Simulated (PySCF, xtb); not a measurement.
Sn(F)2(Cl)(NH2) (ClF₂H₂NSn), SMILES [Cl][Sn]([NH2])([F])[F].

GFN2-xTB in xtb at its own geometry gives an orbital gap of 3.05 eV and a dipole moment of 3.37 D.

Geometry: B3LYP-D3(BJ)/def2-SVP. The structure was generated by enumeration; whether it is a known compound was not checked. The def2 effective core potentials stand for the cores of Sn; spin–orbit coupling is left out. One conformer was computed; it need not be the lowest.

Q: What does PBE/def2-TZVP (PySCF) give? (Estimate from the structure and the level; the computed values follow.)

A: gap 3.74 eV (levels -7.46 and -3.72 eV), dipole 2.89 D.
